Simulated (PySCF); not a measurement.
**Worked example: entropy of an ideal gas**

Cl3Si, SMILES Cl[Si](Cl)Cl, multiplicity 2.

Geometry optimised at PBE0-D3(BJ)/def2-SVP. The isomer is the one that the SMILES or the coordinates give; other isomers of the formula were not compared.

PBE0-D3(BJ)/def2-SVP run with PySCF gives the harmonic wavenumbers 161, 161, 235, 479, 599, 599 cm⁻¹ and the rotational temperatures 0.1153, 0.1153, 0.0608 K. The molar mass is 134.44 g/mol, the symmetry number 3, the spin multiplicity 2.

Q: Work out the entropy at 298.15 K and 1 atm in the rigid-rotor, harmonic-oscillator model.

A: 
Translation (Sackur–Tetrode at 1 atm): S = R[1.5 ln M + 2.5 ln T − 1.16487] = 169.9 J/(mol K).
Rotation: q = (√π/σ) T^1.5/√(θA θB θC) = 107000, S = R[ln q + 3/2] = 108.8 J/(mol K).
Vibration: with u = 1.4388 ν/T, each mode gives R[u/(e^u − 1) − ln(1 − e^−u)]:
```
ν (cm⁻¹)  modes     u  S (J/(mol K))
--------  -----  ----  -------------
161           2  0.78          21.24
235           1  1.13           7.70
479           1  2.31           2.98
599           2  2.89           3.78
```
These are all the modes. Sum 35.7 J/(mol K).
Spin: R ln 2 = 5.8 J/(mol K).
Total 320.1 J/(mol K); the program's own thermochemistry gives 320.1. Translation makes up 53 % and vibration 11 %. Anharmonicity, hindered rotation and orbital degeneracy are left out.
